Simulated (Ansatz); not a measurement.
Basis sets compared for N-butyl-N-methylpyrrolidinium, `CCCC[N+]1(C)CCCC1`. Charge 1, multiplicity 1. Geometry r2SCAN-D4/def2-SVP. Ansatz on 4 threads of Intel Xeon on a shared host; times are rough, and most runs start from earlier orbitals.

```xyz
30

C     2.491    3.337   -0.022
C     1.736    2.269    0.759
C     0.794    1.452   -0.132
C     0.038    0.425    0.691
N    -0.806   -0.558   -0.098
C    -1.722    0.160   -1.036
C    -1.635   -1.412    0.871
C    -1.609   -2.809    0.282
C    -0.166   -2.913   -0.206
C     0.068   -1.564   -0.873
H     3.109    2.892   -0.818
H     3.161    3.907    0.639
H     1.800    4.054   -0.493
H     2.451    1.587    1.254
H     1.151    2.740    1.570
H     1.384    0.961   -0.927
H     0.092    2.139   -0.634
H    -0.652    0.919    1.394
H     0.732   -0.193    1.285
H    -2.276    0.927   -0.478
H    -2.420   -0.567   -1.470
H    -1.134    0.628   -1.834
H    -1.116   -1.386    1.840
H    -2.625   -0.950    0.986
H    -2.323   -2.907   -0.553
H    -1.877   -3.566    1.034
H     0.519   -3.053    0.647
H     0.008   -3.741   -0.908
H    -0.282   -1.562   -1.914
H     1.108   -1.216   -0.855
```

| level | functions | energy (Eh) | HOMO (eV) | LUMO (eV) | wall time |
| --- | --- | --- | --- | --- | --- |
| HF/STO-3G | 70 | -401.9776 | -15.26 | 7.39 | 0.55 s |
| HF/6-31G | 130 | -406.5253 | -15.97 | 1.15 | 1.4 s |
| PBE-D4/def2-SVP | 240 | -408.6814 | -11.08 | -3.74 | 3.1 s |
| PBE0-D4/def2-SVP | 240 | -408.7620 | -12.52 | -2.82 | 4.6 s |

Question: Estimate the rows for PBE-D4/def2-TZVP (with forces), PBE0-D4/def2-TZVP (with forces).

Answer: 
```json
{"level": "PBE-D4/def2-TZVP (with forces)", "functions": "430", "energy (Eh)": "-409.1203", "HOMO (eV)": "-11.14", "LUMO (eV)": "-4.00", "wall time": "8.5 s"}
{"level": "PBE0-D4/def2-TZVP (with forces)", "functions": "430", "energy (Eh)": "-409.1915", "HOMO (eV)": "-12.55", "LUMO (eV)": "-3.15", "wall time": "19 s"}
```
